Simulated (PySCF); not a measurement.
## Dipole response of Au (gold, neutral)

[Xe] 4f14 5d10 6s1, 2S determinant. All numbers are calculated (PySCF 2.14, the spin-free X2C one-electron Hamiltonian (Gaussian nucleus), in x2c-TZVPPall with one added diffuse shell each of s, p, d, f type (12s8p8d4f1g, 113 functions)). Coupled (time-dependent) response in atomic units; α is the mean over directions.

```tsv
method	mean α (bohr³)	C₆ (like pair)	S(−4)
r2SCANh	38.26	359.5	661.3
```

S(−4) is the Cauchy moment in α(ω) = α(0) + S(−4) ω² + …

Reference α: 36 ± 3 bohr³ (recommended; Schwerdtfeger and Nagle, table of static dipole polarizabilities (2023 update)). Published C₆: 427.0 (Gould and Bucko (2016)).

α(iu) at r2SCANh:

```tsv
u (hartree)	α(iu) (bohr³)
0	38.26
0.0500	36.71
0.100	32.97
0.200	24.75
0.300	18.89
0.500	12.47
0.750	8.554
1.00	6.357
1.50	3.993
2.00	2.771
3.00	1.568
5.00	0.7024
```

A single London oscillator, α(iu) = α/(1 + u²/ω²), gives C₆ = (3/4) ω α². Matching the computed C₆ needs ω = 4 × 359.5 / (3 × 38.26²) = 0.327 hartree.

Spin-orbit coupling, which splits the p, d and f shells strongly at this Z, is absent.
